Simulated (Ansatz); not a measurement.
Input for Ansatz (development build ahead of 0.2.0):

```yaml
crystal:
  periodic: [false, false, false]
  atoms:
    - { symbol: Be, position_ang: [0.0, 0.0, 0.0] }
    - { symbol: O, position_ang: [0.0, 0.0, 1.93] }
basis:
  gaussian: { orbitals: def2-SVP }
magnetization:
  spin_polarized: true
hamiltonian:
  xc: hf
correlation:
  method: mp2
  frozen_orbitals: { Be: 0, O: 1 }
output:
  forces: true
```

The input is written out in the form of the current development build from the run's settings.

The run gave:

```json
{
 "Converged": "yes",
 "Reference energy": "-89.31458 hartree",
 "Correlation energy": "-0.15990 hartree",
 "Total energy": "-89.47448 hartree",
 "Spin squared of the determinant": "1.010",
 "Stability test": "minimum"
}
```

Forces (eV/Å):
```csv
atom,Fx,Fy,Fz
Be1,0.000,0.000,4.137
O2,0.000,0.000,-4.137
```

Caution: bonds are stretched, where a single reference can fail; the unrestricted determinant is a mixture of spin states.
